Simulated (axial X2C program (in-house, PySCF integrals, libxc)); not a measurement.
The numbers below are computed, except where a source is named.
TaCl: input and output

Program: an in-house all-electron X2C program for linear molecules (integrals from PySCF).

Input file and command:
```json
{"zs": [73, 17], "q": 0, "bas": ["dyall-cv3z", "dyall-av3z"], "levels": ["PBE0", "HF", "B97-3"], "cc": true, "r0": 2.45, "thr": -2.0, "nmax": 110, "npts": 10, "nst": 2, "ntry": 8}
```
```bash
python so2c.py task.json out
```

Keys: zs atomic numbers; q charge; bas basis sets; levels methods; cc coupled cluster on or off; r0 starting distance in Å; thr threshold in hartree for freezing inner shells (an s shell follows its p shell); nmax most natural virtual spinors; npts points on the curve; nst determinants followed; ntry starts of the search. HF also brings MP2.

Output of the PBE0 step, scalar-relativistic, at R = 2.284 Å for the state M_S = 2, Λ = 1. It starts from the PBE0 orbitals of the search at 2.284 Å.

```
spin-free X2C-1e  PBE0
basis functions 247  fitting functions 1213  grid points 5079
iter        total energy     max residual
   1     -16066.773472649     4.73e-05
   2     -16066.773472600     6.02e-05
   3     -16066.773472715     1.16e-05
   4     -16066.773472717     4.98e-06
   5     -16066.773472719     9.78e-07
converged
one-electron -22630.37482406  Coulomb 6625.03435940  exact exchange -85.83912372  xc functional -263.11968064  nuclear repulsion 287.52579630
```
Energies are in hartree; totals compare only within one Hamiltonian and basis.
